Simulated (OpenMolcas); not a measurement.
# Ca+: from CASSCF to CASPT2

```yaml
Program: OpenMolcas 26.06
Basis: ANO-RCC-VQZP [7s6p3d2f1g]
Scalar_Hamiltonian: DKH2, point nucleus
Active_space: 1 electron in 4 orbitals (4s 4p)
State_averaging: 2S+1 = 2 even, 1 root; 2S+1 = 2 odd, 3 roots
Spin-orbit_coupling: state interaction with AMFI integrals over the reference wave functions, term energies averaged over their components
```

Methods on the same reference wave functions:
A. CASSCF
B. SS-CASPT2, IPEA 0.25 Eh, imaginary shift 0.1 Eh (closed shells correlated: 3s 3p)

Energies in cm⁻¹ above 4s ²S_1/2, the measured ground level; measured values from NIST Handbook of Basic Atomic Spectroscopic Data.

| Level | A | B | Measured |
| --- | --- | --- | --- |
| 4s ²S_1/2 | 0.0 | 0.0 | 0.0 |
| 4p ²P°_1/2 | 23556 | 25211 | 25192 |
| 4p ²P°_3/2 | 23716 | 25371 | 25414 |

Deviations, from unrounded energies. A percentage is the sum of absolute deviations over the sum of measured energies, with the sign that they share, or ± where signs differ.

```json
{"Against measurement": "mean absolute deviation (cm-1)", "Levels": "2", "A": "1700", "B": "32"}
{"Against measurement": "other configurations (%)", "Levels": "2", "A": "-6.6", "B": "±0.1"}
```

B lies closest to measurement on these levels. The largest miss of B in the table is 4p ²P°_3/2, by -43 cm-1. The ranking rests on the paired levels alone, and a cruder setting can come out closer through cancelling errors.

The lowest spin-free term lies below A's lowest term by 0.257 hartree in B.

ANO sets are built for ground and valence states and can reach diffuse excited orbitals poorly. With one active electron the reference holds no correlation, so core polarisation is missing (holds for A). With one active electron, CASPT2 adds the correlation within the correlated inactive shells and between them and that electron, and leaves the splitting within a term as the reference gives it (holds for B). Computed and measured levels are paired by configuration, term and J; levels that our copy of the source lacks, or whose pairing is in doubt (as where it misses far off the trend of its configuration), stay unpaired and out of the deviations. Levels of configurations outside the active space are missing.

° marks odd parity.
